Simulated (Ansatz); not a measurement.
```xyz
2

B     0.0000    0.0000   -0.8498
B     0.0000    0.0000    0.8498
```

Basis set: 6-31G* (spherical functions). Frozen core: 2 orbitals. Charge 0, multiplicity 3.

Computed with Ansatz (development build ahead of 0.2.0); each method stands on the lowest determinant of its kind that the runs found.

The atomization energy at this shape (free ground-state atoms in the same class of orbitals less the molecule, no zero-point energy) of triplet B2:

| method | atomization energy |
| --- | --- |
| UHF-MP2 | 2.45 eV |

What does UHF give?

2.15 eV. Caution: the shape is not the minimum; the unrestricted determinant is a mixture of spin states.
